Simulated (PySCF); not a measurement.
Compound: GaCl2(SMe), CH₃Cl₂GaS.
Geometry (PBE0-D3(BJ)/def2-SVP, Å), atoms numbered from 1 in this order:
```xyz
8
CH3Cl2GaS angstrom
Ga     0.306    1.492   -0.641
Cl     2.129    1.212    0.440
Cl     0.021    3.298   -1.730
S     -1.207   -0.063   -0.603
C     -0.386   -1.306    0.455
H      0.545   -1.669    0.001
H     -1.094   -2.141    0.540
H     -0.176   -0.909    1.456
```

Theory: TDDFT wB97X-D/def2-SVPD, vertical, gas phase, core orbitals frozen in the response (PySCF 2.14.0, density-fitted response routines). The wB97X-D/def2-SVPD calculation is non-relativistic and has no spin–orbit coupling, an omission that weighs most on gallium.

Ground-to-excited transition dipoles (e·a0, same axes as the geometry; the sign carries no meaning), for the states with f of 0.002 or more among the lowest 9:

| state | E (eV) | μx | μy | μz |
| --- | --- | --- | --- | --- |
| S1 | 5.026 | 0.107 | -0.104 | -0.209 |
| S2 | 5.635 | -0.176 | -0.366 | 0.097 |
| S3 | 6.271 | -0.046 | 0.049 | 0.096 |
| S5 | 6.606 | -0.321 | 0.057 | -0.194 |
| S6 | 6.725 | -0.067 | -0.098 | -0.004 |
| S7 | 6.730 | -0.972 | -1.142 | 0.100 |
| S9 | 7.251 | 0.315 | 0.408 | -0.040 |

What oscillator strength does each state have?

f = (2/3) ΔE |μ|² with ΔE in hartree (27.2114 eV).

```json
{"state": "S1", "|μ|² (au)": "0.066", "|μ| (D)": "0.65", "f": "0.008"}
{"state": "S2", "|μ|² (au)": "0.174", "|μ| (D)": "1.06", "f": "0.024"}
{"state": "S3", "|μ|² (au)": "0.014", "|μ| (D)": "0.30", "f": "0.002"}
{"state": "S5", "|μ|² (au)": "0.144", "|μ| (D)": "0.96", "f": "0.023"}
{"state": "S6", "|μ|² (au)": "0.014", "|μ| (D)": "0.30", "f": "0.002"}
{"state": "S7", "|μ|² (au)": "2.260", "|μ| (D)": "3.82", "f": "0.373"}
{"state": "S9", "|μ|² (au)": "0.267", "|μ| (D)": "1.31", "f": "0.048"}
```

Which bond between heavy atoms lies closest to the direction of the S7 transition dipole?

Ga1–S4, at 5° from it; next Ga1–Cl3 at 54°.

What angle do the transition dipoles of S5 and S7 make?

|cos θ| = |μa·μb| / (|μa| |μb|) = 0.40, so θ ≈ 67° (taken between 0 and 90°, since the signs are arbitrary).

What peak molar absorption coefficient would the strongest computed level give as a lone Gaussian band 0.4 eV wide at half height?

ε(max) = 2.175×10⁸ f / FWHM, with the width in cm⁻¹. S7: 2.175×10⁸ × 0.3726 / 3226 ≈ 25000 L mol⁻¹ cm⁻¹.

One conformer stands for the species.
